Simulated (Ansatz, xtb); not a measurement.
## C4H4BBrS: which of two isomers lies lower

Structure I is `SB1C=CC=C1Br`, a singlet and structure II is `SB1C=CC(Br)=C1`, a singlet. Both are isolated molecules in the gas phase, relaxed with PBE-D3(BJ)/def2-SVP; the shapes shown needn't be the lowest conformers.

I (Å):

```yaml
atoms:
  - { symbol: C, position_ang: [1.3598, -0.1097, -0.8855] }
  - { symbol: C, position_ang: [0.6132, 1.0303, -0.9208] }
  - { symbol: C, position_ang: [-0.4940, 1.0525, 0.0933] }
  - { symbol: C, position_ang: [-0.4809, -0.0966, 0.8162] }
  - { symbol: B, position_ang: [0.7250, -0.9793, 0.2599] }
  - { symbol: Br, position_ang: [-1.6567, -0.5670, 2.2089] }
  - { symbol: S, position_ang: [1.2079, -2.5877, 0.8388] }
  - { symbol: H, position_ang: [0.2329, -2.6719, 1.7990] }
  - { symbol: H, position_ang: [2.2108, -0.3039, -1.5517] }
  - { symbol: H, position_ang: [0.7664, 1.8807, -1.6067] }
  - { symbol: H, position_ang: [-1.1932, 1.8954, 0.2036] }
```

II (Å):

```xyz
11

C     1.3856   -0.1289    0.6250
C     1.1435    0.9604   -0.1449
C    -0.2303    0.8775   -0.7591
C    -0.9242   -0.2420   -0.4244
B     0.0715   -1.0114    0.5181
Br   -0.8125    2.2809   -1.8816
S    -0.2907   -2.5855    1.2858
H     0.8918   -2.7374    1.9487
H     2.3219   -0.2943    1.1770
H     1.8061    1.8185   -0.3384
H    -1.9369   -0.4764   -0.7736
```

Which of the two would you expect CCSD(T)/def2-SVP + ΔMP2/def2-TZVPP electronic energies to favour?

Too close to call at this level: CCSD(T)/def2-SVP + ΔMP2/def2-TZVPP gives E(II) − E(I) = −0.65 kcal/mol.

How the difference moves with the method:

| level | geometry | E(II) − E(I) (kcal/mol) | departure from the last row (kcal/mol) | job, with rough time for the two |
| --- | --- | --- | --- | --- |
| GFN2-xTB | GFN2-xTB | −0.45 | +0.21 | optimisation, 0.25 s |
| HF/STO-3G | GFN2-xTB | −0.57 | +0.08 | single point, 0.56 s |
| r2SCAN-D4/def2-SVP | GFN2-xTB | −1.00 | −0.35 | single point, 3.6 s |
| PBE-D3(BJ)/def2-SVP | PBE-D3(BJ)/def2-SVP | −0.51 | +0.15 | optimisation, 19 s |
| HF/def2-SVP | PBE-D3(BJ)/def2-SVP | −0.93 | −0.28 | part of the CCSD(T) run |
| MP2/def2-SVP | PBE-D3(BJ)/def2-SVP | −0.64 | +0.01 | part of the CCSD(T) run |
| CCSD(T)/def2-SVP | PBE-D3(BJ)/def2-SVP | −0.21 | +0.44 | single point |
| CCSD(T)/def2-SVP + ΔMP2/def2-TZVPP | PBE-D3(BJ)/def2-SVP | −0.65 |  | single point, 56 s |

As drawn, both hold the same kinds of bond in the same numbers.

The largest departure from CCSD(T)/def2-SVP + ΔMP2/def2-TZVPP is that of CCSD(T)/def2-SVP, 0.44 kcal/mol. The last row adds to CCSD(T) the change of the MP2 difference between the two basis sets, here −0.44 kcal/mol.

With thermal terms from frequencies at re-optimised GFN2-xTB minima (ideal gas, soft modes damped towards free rotors, one conformer each, 298.15 K, 1 atm): on the last row, ΔE + ΔZPE = −0.66, ΔH = −0.66, ΔG = −0.64 kcal/mol.

The correlated steps freeze 19 core orbitals; the filled d shell of Br is correlated, in a basis made for valence electrons. Codes used: Ansatz 0.2.0, xtb 6.7.1; the last row on 2 threads of Intel(R) Xeon(R) 6975P-C (Granite Rapids) on a shared host.
